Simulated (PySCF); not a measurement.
Ge(Cl)(SH)3 (ClGeH3S3), SMILES [SH][Ge]([Cl])([SH])[SH]. Atoms are numbered in the order given.

```xyz
8

S     -0.7565    -0.4790    -2.0596
Ge    -0.0015    -0.0009    -0.0117
S     -0.3207    -1.8321     1.2332
S      2.1134     0.7180     0.1538
Cl    -1.1456     1.7174     0.6687
H     -0.3301    -1.7707    -1.9561
H      0.6637    -1.4702     2.1048
H      2.6094    -0.4355    -0.3799
```
Charge 0, spin multiplicity 1.

Geometry: PBE-D3(BJ)/def2-SVP. The structure was generated by enumeration, and PubChem lists no compound with its InChIKey, so it may never have been made. Other conformers were not sampled.

These are PBE-D3(BJ)/def2-SVP (PySCF) values and carry that method's errors.

Frequencies are harmonic and unscaled.

**Question.** List the normal modes with their intensities. (Estimate from the structure and the level; the computed values follow.)

**Answer.** 
| mode | ν (cm⁻¹) | IR (km/mol) | moving atoms (share of kinetic energy) |
|---|---|---|---|
| 1 | 49 | 3.6 | H 51 %, S 36 %, Cl 12 % |
| 2 | 104 | 2.3 | S 70 %, Cl 19 %, H 11 % |
| 3 | 120 | 5.0 | S 51 %, H 35 % |
| 4 | 136 | 7.4 | S 53 %, Ge 23 %, Cl 17 % |
| 5 | 144 | 1.8 | S 35 %, Cl 28 %, Ge 21 %, H 17 % |
| 6 | 149 | 7.2 | S 48 %, Ge 22 %, Cl 18 %, H 12 % |
| 7 | 185 | 26.7 | H 84 %, S 11 % |
| 8 | 243 | 12.7 | H 91 %, S 9 % |
| 9 | 340 | 0.0 | S 84 %, Cl 14 % |
| 10 | 400 | 46.7 | S 56 %, Ge 38 % |
| 11 | 408 | 53.2 | S 55 %, Ge 39 % |
| 12 | 418 | 66.8 | Cl 50 %, Ge 38 %, S 12 % |
| 13 | 697 | 10.3 | H 93 % |
| 14 | 713 | 2.8 | H 94 % |
| 15 | 730 | 3.8 | H 92 % |
| 16 | 2608 | 1.8 | H 97 % |
| 17 | 2609 | 0.5 | H 97 % |
| 18 | 2612 | 1.1 | H 97 % |
